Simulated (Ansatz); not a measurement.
Geometry optimisation, RKS r2SCAN/def2-SVP (Ansatz).

input.yaml

```yaml
crystal:
  periodic: [false, false, false]
  atoms:
    - { symbol: O, position_ang: [0.1068, 1.8695, 0.8037] }
    - { symbol: B, position_ang: [0.3766, 0.6135, 0.2052] }
    - { symbol: Si, position_ang: [0.3248, -0.9757, 1.2993] }
    - { symbol: P, position_ang: [0.9517, 0.5012, -1.6582] }
    - { symbol: Te, position_ang: [-1.4068, -0.1467, -2.4205] }
    - { symbol: H, position_ang: [-0.9191, 2.0265, 0.6622] }
    - { symbol: H, position_ang: [1.7224, -1.5842, 1.3212] }
    - { symbol: H, position_ang: [-0.5788, -1.9188, 0.7664] }
    - { symbol: H, position_ang: [-0.0189, -0.596, 2.7281] }
    - { symbol: H, position_ang: [0.6836, 1.907, -1.8946] }
    - { symbol: H, position_ang: [-1.65094, 1.45609, -3.0534] }
basis:
  gaussian: { orbitals: def2-SVP }
hamiltonian:
  xc: r2scan
relax:
  f_tol: 0.015
  max_steps: 40
```

Command:

```bash
$ ansatz run input.yaml --threads 2 --pin off --max-ram 3072MiB --backend cpu --events-out ev --progress --plain --runs-dir out
```

Problem. Where does it end, and by what steps?

Solution. The forces met the threshold. After 27 steps the energy has fallen by 1.251 eV; H9 moved furthest, 1.70 Å.

```tsv
step	energy less start (eV)	largest force component (eV/Å)	accepted
0	0.0000	3.012	yes
1	-0.4222	1.433	yes
2	-0.6571	1.201	yes
3	-0.8038	2.030	yes
4	-0.9733	0.934	yes
5	-1.0360	0.635	yes
6	-1.1207	0.824	yes
7	-1.1542	0.372	yes
8	-1.1855	0.549	yes
9	-1.2060	0.227	yes
10	-1.2250	0.109	yes
11	-1.2318	0.143	yes
12	-1.2364	0.152	yes
13	-1.2397	0.096	yes
14	-1.2413	0.074	yes
15	-1.2444	0.044	yes
16	-1.2437	0.154	no
17	-1.2465	0.033	yes
18	-1.2476	0.071	yes
19	-1.2484	0.066	yes
20	-1.2490	0.047	yes
21	-1.2499	0.043	yes
22	-1.2502	0.042	yes
23	-1.2494	0.076	no
24	-1.2506	0.032	yes
25	-1.2507	0.026	yes
26	-1.2508	0.022	yes
27	-1.2508	0.014	yes
```

```xyz
11
Properties=species:S:1:pos:R:3
O 0.445 2.017 0.402
B 0.472 0.740 -0.066
Si 0.120 -0.899 1.098
P 0.936 0.480 -1.928
Te -1.414 -0.218 -2.416
H 0.235 2.091 1.343
H 1.022 -0.849 2.301
H 0.372 -2.183 0.379
H -1.282 -0.907 1.630
H 0.849 1.837 -2.374
H -2.164 1.043 -1.609
```

Time of the run: 120 s on 2 threads of AMD EPYC 7B13 (Zen 3), with other jobs on the host, peak memory 0.22 GiB.
